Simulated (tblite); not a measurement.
Compound: C4H7OPSSi.
SMILES with atom numbers: `[CH3:1][O:2][c:3]1[cH:4][p:5][c:6]([SiH3:7])[s:8]1` (hydrogens: H9, H10, H11 on C1; H12 on C4; H13, H14, H15 on Si7)

Computed geometry: GFN2-xTB, gas phase.

**Question.** What internal coordinates does the optimisation give?

**Answer.** 
```json
{"bond": "C1–O2", "length (pm)": "140.8"}
{"bond": "O2–C3", "length (pm)": "134.5"}
{"bond": "C3–C4", "length (pm)": "136.0"}
{"bond": "C4–P5", "length (pm)": "175.8"}
{"bond": "P5–C6", "length (pm)": "171.5"}
{"bond": "C6–Si7", "length (pm)": "188.4"}
{"bond": "C6–S8", "length (pm)": "173.1"}
{"bond": "C3–S8", "length (pm)": "173.7"}
{"bond": "C1–H9, C1–H10, C1–H11", "length (pm)": "109.3"}
{"bond": "C4–H12", "length (pm)": "107.7"}
{"bond": "Si7–H13, Si7–H14, Si7–H15", "length (pm)": "146.4"}
```

Bonds in one row agree within 1 pm and their mean is given. A selection of angles:
```json
{"angle": "C1–O2–C3", "degrees": "117.4"}
{"angle": "O2–C3–C4", "degrees": "122.7"}
{"angle": "O2–C3–S8", "degrees": "121.5"}
{"angle": "C4–C3–S8", "degrees": "115.8"}
{"angle": "C3–C4–P5", "degrees": "117.4"}
{"angle": "C4–P5–C6", "degrees": "94.8"}
{"angle": "P5–C6–Si7", "degrees": "125.7"}
{"angle": "P5–C6–S8", "degrees": "116.1"}
{"angle": "Si7–C6–S8", "degrees": "118.2"}
{"angle": "C3–S8–C6", "degrees": "95.9"}
```

Dihedral angles: C1–O2–C3–C4 -179° (antiperiplanar). The mirror-image conformer, all signs reversed, is as good.

Of the pairs four or more bonds apart, S8···H9 is among the closest relative to their van der Waals radii: 2.80 Å, 93 % of the sum of Bondi's values. O2 (aryl ether oxygen) is bent (angle 117.4°). The C–P distances run from 1.715 Å (P5–C6, aromatic) to 1.758 Å (C4–P5, aromatic), a spread of 0.043 Å. The C–O distances run from 1.345 Å (O2–C3, drawn single) to 1.408 Å (C1–O2, drawn single), a spread of 0.063 Å. Si7 (SiH3 silicon) is tetrahedral (angles from 107.2° to 110.9°). The 5-membered ring C3–C4–P5–C6–S8 has internal angles of 94.8° to 117.4° (sum 540°, against 540° for a flat polygon); it is planar, 0.00 Å rms from its mean plane, widest ring torsion 0°. The 8 heavy atoms lie in one plane (0.006 Å rms).

Point group: near Cs, missed by 0.15 Å at most; the miss may be what the optimiser left on a soft mode. GFN2-xTB frequencies show an imaginary mode (62i cm⁻¹), so the point is no minimum at that level.
